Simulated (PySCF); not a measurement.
This PySCF input asks for the NMR shieldings of `C1CC[N@@+]([BH3-])(C)CC1=C`, C$_{7}$H$_{16}$BN; the geometry comes from GFN2-xTB.

```python
import basis_set_exchange as bse
import numpy as np
from pyscf import gto, dft
from pyscf.prop import nmr

atoms = """
B    -2.166363   -0.675062    1.128973
N    -0.886521   -0.227494    0.191022
C    -1.137895   -0.665608   -1.179314
C    -0.739688    1.228414    0.273472
C     0.479612    1.768088   -0.468592
C     1.752398    1.088387    0.042026
C     1.571269   -0.400476   -0.003570
C     2.408133   -1.222721   -0.613649
C     0.330782   -0.871895    0.703069
H    -2.226564   -1.864077    1.067867
H    -1.926906   -0.291359    2.233632
H    -3.124437   -0.142069    0.661606
H    -1.972711   -0.102771   -1.590229
H    -1.414953   -1.717201   -1.162497
H    -0.258723   -0.540214   -1.814713
H    -0.665978    1.482973    1.333197
H    -1.654906    1.681015   -0.111646
H     0.539817    2.845810   -0.306878
H     0.380741    1.601916   -1.543273
H     2.615085    1.392618   -0.552361
H     1.929609    1.393037    1.078003
H     3.299407   -0.866153   -1.102512
H     2.246984   -2.287448   -0.633691
H     0.210897   -1.952072    0.611475
H     0.399975   -0.631493    1.767720
"""
names = dict.fromkeys(["B", "N", "C", "H"], "pcSseg-1")
basis = {el: gto.basis.parse(bse.get_basis(n, elements=[el], fmt="nwchem")) for el, n in names.items()}
mol = gto.M(atom=atoms, basis=basis, charge=0, verbose=0)
mf = dft.RKS(mol, xc="PBE0")
mf.grids.level = 2
mf.grids.alignment = dft.numint.BLKSIZE   # the property module wants whole blocks of grid points
mf.conv_tol = 1e-9
mf.kernel()

calc = nmr.RKS(mf)   # GIAO
C = mf.mo_coeff
Co = C[:, mf.mo_occ > 0]
resp = mf.gen_response(singlet=True, hermi=2)
def vind(x):   # induced exchange potential for any number of trial vectors
    d = np.einsum("pi,xij,qj->xpq", C, 2 * x.reshape(-1, C.shape[1], Co.shape[1]), Co, optimize=True)
    return np.einsum("xpq,pi,qj->xij", resp(d - d.transpose(0, 2, 1)), C, Co, optimize=True).ravel()
mo1, _ = nmr.rhf.solve_mo1(calc, with_cphf=vind)
sigma = calc.kernel(mo1)
for i, s in enumerate(sigma):   # ppm
    print("%2d %-2s %9.2f" % (i, mol.atom_pure_symbol(i), np.trace(s) / 3))
```

**Question.** What does it print?

**Answer.** 
```
 0 B     111.93
 1 N     207.80
 2 C     142.18
 3 C     127.20
 4 C     160.78
 5 C     150.32
 6 C      36.39
 7 C      65.62
 8 C     120.62
 9 H      29.69
10 H      29.68
11 H      29.57
12 H      29.57
13 H      29.19
14 H      28.92
15 H      28.68
16 H      28.73
17 H      30.15
18 H      30.00
19 H      29.39
20 H      29.60
21 H      26.32
22 H      26.48
23 H      28.48
24 H      28.17
```

These numbers come from an equivalent density-fitted implementation of the same equations, which agrees with the script to about 0.01 ppm for H and up to a few tenths of a ppm for heavy atoms, so last digits may differ.

Size and cost of the density-fitted run: 233 basis functions, 81 s wall time on 1 thread of an Arm Neoverse V1, shared host; peak memory 0.99 GiB.
